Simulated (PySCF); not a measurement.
**`C#C[SiH2][C@H]([SiH3])OC(F)(F)F`: 4 charge schemes on one density**

Compound: C4H7F3OSi2.
Atom-mapped SMILES: `[CH:1]#[C:2][SiH2:3][C@H:4]([SiH3:5])[O:6][C:7]([F:8])([F:9])[F:10]` (hydrogens: H11 on C1; H12, H13 on Si3; H14 on C4; H15, H16, H17 on Si5)

Cartesian coordinates in Å at the GFN2-xTB level; atoms count from 1:
```
atom  x, y, z in Å
C1     2.5261   -2.4259    0.2639
C2     2.2405   -1.2595    0.3373
Si3    1.7060    0.5039    0.4522
C4    -0.1624    0.5418    0.0039
Si5   -1.0818    2.2202    0.0043
O6    -0.8050   -0.2782    1.0551
C7    -1.5902   -1.2175    0.6220
F8    -2.1244   -1.8818    1.6458
F9    -0.9866   -2.1429   -0.1565
F10   -2.6300   -0.7801   -0.1280
H11    2.7860   -3.4436    0.1953
H12    1.8566    0.9869    1.8242
H13    2.4196    1.3139   -0.5399
H14   -0.3097    0.0360   -0.9530
H15   -0.9370    2.7868    1.3429
H16   -0.4249    3.0448   -1.0106
H17   -2.4898    2.0073   -0.3193
```

Density: PBE0/pcSseg-1 (PySCF); schemes: Mulliken, IAO, Hirshfeld and ESP-fitted. Geometry: GFN2-xTB, one conformer, isolated molecule.

Q: For which atoms does the sign change between the 4 schemes (beyond +0.03 e in one, beyond −0.03 e in another)?

A: For none.

Q: Which atoms carry the lowest charge in the Mulliken, IAO, Hirshfeld and ESP-fitted schemes?

A: The schemes don't all agree: Mulliken C4 (-0.549); IAO C4 (-0.462); Hirshfeld C2 (-0.160); ESP-fitted O6 (-0.320).

Q: What partial charge does each atom carry?

A: In e:

```json
{"atom": "C1", "environment": "terminal alkyne carbon", "Mulliken": "-0.163", "IAO": "-0.167", "Hirshfeld": "-0.071", "ESP-fitted": "-0.297"}
{"atom": "C2", "environment": "alkyne carbon", "Mulliken": "-0.190", "IAO": "-0.330", "Hirshfeld": "-0.160", "ESP-fitted": "-0.179"}
{"atom": "Si3", "environment": "SiH2 silicon", "Mulliken": "+0.755", "IAO": "+0.792", "Hirshfeld": "+0.360", "ESP-fitted": "+0.443"}
{"atom": "C4", "environment": "sp3 carbon bound to oxygen", "Mulliken": "-0.549", "IAO": "-0.462", "Hirshfeld": "-0.122", "ESP-fitted": "-0.191"}
{"atom": "Si5", "environment": "SiH3 silicon", "Mulliken": "+0.537", "IAO": "+0.608", "Hirshfeld": "+0.310", "ESP-fitted": "+0.324"}
{"atom": "O6", "environment": "ether oxygen", "Mulliken": "-0.466", "IAO": "-0.351", "Hirshfeld": "-0.125", "ESP-fitted": "-0.320"}
{"atom": "C7", "environment": "CF3 carbon", "Mulliken": "+0.955", "IAO": "+0.944", "Hirshfeld": "+0.308", "ESP-fitted": "+0.737"}
{"atom": "F8", "environment": "fluorine of a CF3 group", "Mulliken": "-0.250", "IAO": "-0.271", "Hirshfeld": "-0.099", "ESP-fitted": "-0.201"}
{"atom": "F9", "environment": "fluorine of a CF3 group", "Mulliken": "-0.279", "IAO": "-0.299", "Hirshfeld": "-0.105", "ESP-fitted": "-0.219"}
{"atom": "F10", "environment": "fluorine of a CF3 group", "Mulliken": "-0.286", "IAO": "-0.305", "Hirshfeld": "-0.105", "ESP-fitted": "-0.237"}
{"atom": "H11", "environment": "alkyne hydrogen", "Mulliken": "+0.070", "IAO": "+0.207", "Hirshfeld": "+0.103", "ESP-fitted": "+0.299"}
{"atom": "H12", "environment": "Si–H hydrogen", "Mulliken": "-0.056", "IAO": "-0.102", "Hirshfeld": "-0.060", "ESP-fitted": "-0.051"}
{"atom": "H13", "environment": "Si–H hydrogen", "Mulliken": "-0.070", "IAO": "-0.113", "Hirshfeld": "-0.064", "ESP-fitted": "-0.076"}
{"atom": "H14", "environment": "methine hydrogen", "Mulliken": "+0.185", "IAO": "+0.166", "Hirshfeld": "+0.039", "ESP-fitted": "+0.159"}
{"atom": "H15", "environment": "Si–H hydrogen", "Mulliken": "-0.064", "IAO": "-0.108", "Hirshfeld": "-0.069", "ESP-fitted": "-0.063"}
{"atom": "H16", "environment": "Si–H hydrogen", "Mulliken": "-0.079", "IAO": "-0.118", "Hirshfeld": "-0.071", "ESP-fitted": "-0.084"}
{"atom": "H17", "environment": "Si–H hydrogen", "Mulliken": "-0.050", "IAO": "-0.094", "Hirshfeld": "-0.068", "ESP-fitted": "-0.043"}
```

Mean size of the charges over all atoms: IAO 0.320 e, Mulliken 0.294 e, ESP-fitted 0.231 e, Hirshfeld 0.132 e. Each set sums to the total charge, 0, to within 0.001 e. The ESP scheme is a least-squares fit of atom-centred charges to the potential on four shells outside the van der Waals surface, with the total charge fixed. The IAO scheme counts the electrons in orthogonalised intrinsic atomic orbitals, a minimal basis polarised so that it spans the occupied orbitals exactly.

Q: How many electrons does the IAO scheme count on C4?

A: Z − q = 6 − (-0.462) = 6.462.

Q: How closely do the schemes follow one another over all atoms?

A: Correlation coefficient and root-mean-square difference: Mulliken with IAO 0.99, 0.067 e; IAO with Hirshfeld 0.98, 0.246 e; IAO with ESP-fitted 0.96, 0.152 e; Mulliken with ESP-fitted 0.94, 0.157 e; Mulliken with Hirshfeld 0.94, 0.248 e; Hirshfeld with ESP-fitted 0.92, 0.150 e.

Q: Sum the charges by element, for elements with more than one atom.

A: 
| element | atoms | Mulliken | IAO | Hirshfeld | ESP-fitted |
| --- | --- | --- | --- | --- | --- |
| C | 4 | +0.053 | -0.014 | -0.045 | +0.070 |
| Si | 2 | +1.292 | +1.400 | +0.670 | +0.767 |
| F | 3 | -0.815 | -0.875 | -0.309 | -0.657 |
| H | 7 | -0.064 | -0.161 | -0.191 | +0.141 |
